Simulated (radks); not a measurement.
Q: F, configuration [He] 2s2 2p5. Calculated with a radial shooting solver on a logarithmic mesh with Libxc functionals: scalar-relativistic Kohn-Sham, r2SCAN, spin-polarised, spherical densities, finite nucleus; open shells are filled with parallel spins first; meta-GGA in the generalised Kohn-Sham scheme; Fermi nuclear charge, rms radius 2.8976 fm. Some entries of the table are withheld. Estimate them.

orbital,occ.,eigenvalue (eV),<r^2> (bohr^2)
1s up,1,-670.0750,0.04197
1s down,1,-669.1046,0.04181
2s up,1,(1),1.205
2s down,1,(2),1.247
2p up,3,-12.5700,(3)
2p down,2,-10.3572,(4)

A: 
(1) 2s up eigenvalue (eV): -32.5704
(2) 2s down eigenvalue (eV): -30.3777
(3) 2p up <r^2> (bohr^2): 1.532
(4) 2p down <r^2> (bohr^2): 1.699
